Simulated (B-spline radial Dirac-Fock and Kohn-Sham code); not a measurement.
# Two-hole binding energies of Rb⁴⁺

System: Rb⁴⁺, configuration [Ar] 3d10 4s2 4p3.

The computed values come from a B-spline atomic structure program: Dirac-Fock (average of configuration) total-energy differences with a finite nucleus, the Breit interaction including its frequency dependence, and self-energy and vacuum-polarisation corrections. U is the two-hole binding energy less the two single-hole energies, the effective repulsion of the holes after relaxation. Each two-hole energy is an average over J within one jj subconfiguration.

```csv
holes,E(a) (eV),E(b) (eV),E(ab) (eV),U (eV)
1s⁻²,15263.3,15263.3,31082.8,556.2
1s⁻¹ 2p3/2⁻¹,15263.3,1868.5,17278.0,146.2
1s⁻¹ 3p3/2⁻¹,15263.3,303.1,15612.3,46.0
1s⁻¹ 3d3/2⁻¹,15263.3,172.7,15476.6,40.7
1s⁻¹ 3d5/2⁻¹,15263.3,171.2,15474.8,40.4
2s⁻²,2134.4,2134.4,?,?
2s⁻¹ 2p3/2⁻¹,2134.4,1868.5,4087.0,84.2
2s⁻¹ 3p3/2⁻¹,2134.4,303.1,2478.6,41.2
2s⁻¹ 3d3/2⁻¹,2134.4,172.7,2348.8,41.8
2s⁻¹ 3d5/2⁻¹,2134.4,171.2,2347.1,41.5
2p3/2⁻¹ 3s⁻¹,1868.5,387.2,2297.3,41.6
2p3/2⁻¹ 3d3/2⁻¹,1868.5,172.7,2083.4,42.2
2p3/2⁻¹ 3d5/2⁻¹,1868.5,171.2,2080.7,41.1
3d5/2⁻²,171.2,171.2,377.1,34.8
```

Question: Give the missing two-hole energy and U.

Answer: E(ab) = 4361.1 eV and U = 92.4 eV.

Run: 59 s of CPU time on 1 thread of Neoverse-N1 (shared host), peak memory 0.43 GiB.
